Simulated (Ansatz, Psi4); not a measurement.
Psi4 was given this input:
```
memory 2 GB

molecule mol {
1 1
  O     1.292238   -0.536346    0.124384
  S    -0.122331   -0.085726    0.462428
  F    -0.980179   -0.706323   -0.735271
  F    -0.164806    1.398706   -0.129337
  H     1.924263   -0.569057   -0.612460
}

set basis sto-3g
set reference rhf
set freeze_core true
set mp2_type conv
set scf_type pk
set puream true
set d_convergence 1e-8

energy('ccsd(t)')
print_variables()
```

Task: Give the equivalent Ansatz (a quantum-chemistry and plane-wave program) input.

Result: One answer among several that fit: 
Ansatz 0.2 input:
```yaml
crystal:
  periodic: [false, false, false]
  atoms:
    - {symbol: O, position_ang: [1.29223798, -0.53634598, 0.12438406]}
    - {symbol: S, position_ang: [-0.12233129, -0.08572590, 0.46242826]}
    - {symbol: F, position_ang: [-0.98017879, -0.70632344, -0.73527068]}
    - {symbol: F, position_ang: [-0.16480630, 1.39870553, -0.12933654]}
    - {symbol: H, position_ang: [1.92426265, -0.56905663, -0.61245951]}
basis:
  gaussian:
    orbitals: STO-3G
total_charge: 1
magnetization: {spin_polarized: false}
correlation: {method: ccsd_t, electrons: outside_noble_gas}
accuracy: high
```

Both were run: Psi4 gave -663.436209 Eh and Ansatz -663.436209 Eh, 0.000 mEh apart.
